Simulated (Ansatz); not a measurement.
A nudged elastic band was laid between two geometries of AlBH$_{5}$NS (9 atoms, charge 0, multiplicity 1).

Level of theory: RKS PBE0-D4/def2-SVP in Ansatz.

* movable images: 5
* climbing image: yes
* spring: 5.0 eV/Å²
* optimiser: fire
* start path: IDPP
* force threshold: 0.05 eV/Å
* iteration limit: 40
* end points: relaxed
* largest step: 0.02 Å

Image 0:

```xyz
9
Properties=species:S:1:pos:R:3
B -1.829 0.794 -0.073
S -1.103 0.432 1.516
Al 0.909 -0.328 0.948
N 1.321 -0.654 -0.735
H -2.953 1.231 -0.071
H -1.240 0.624 -1.114
H 1.956 -0.586 2.101
H 2.229 -0.989 -1.037
H 0.712 -0.524 -1.534
```

Image 6:

```xyz
9
Properties=species:S:1:pos:R:3
B -1.838 0.770 -0.074
S -1.093 0.459 1.516
Al 0.905 -0.337 0.950
N 1.340 -0.604 -0.738
H -2.961 1.208 -0.070
H -1.263 0.564 -1.116
H 1.922 -0.672 2.109
H 0.749 -0.423 -1.541
H 2.239 -0.965 -1.038
```

Q: What changes between the two ends?

A: No bond is made or broken. The dihedral S2–Al3–N4–H9 goes from 0 to -180°. The two ends are copies of one structure, up to a mirror image or an exchange of like atoms.

Q: What energy profile does the band end with?

A: It converged. The highest image is number 3 of 0 to 6, 36.3 kJ/mol above the ends, which have the same energy within 2 meV. The order of the stationary point at the top wasn't checked.

```
image  path coordinate (Å)  energy (kJ/mol)  dihedral S2–Al3–N4–H9 (°)
    0                 0.00              0.0                          0
    1                 0.59              7.5                        -24
    2                 1.19             26.0                        -50
    3                 1.78             36.3                        -80
    4                 2.37             25.4                       -116
    5                 2.97              7.1                       -150
    6                 3.57              0.0                       -180
```

Q: What is the geometry of the highest image?

A: 
```xyz
9
Properties=species:S:1:pos:R:3
B -1.539 1.268 -0.022
S -0.967 0.606 1.539
Al 0.748 -0.668 0.914
N 1.209 -0.967 -0.781
H -2.479 2.023 0.019
H -1.007 0.978 -1.065
H 1.531 -1.289 2.137
H 1.743 -0.313 -1.343
H 0.762 -1.638 -1.398
```

Time of the run: 16 min on 1 CPU thread of a shared host.
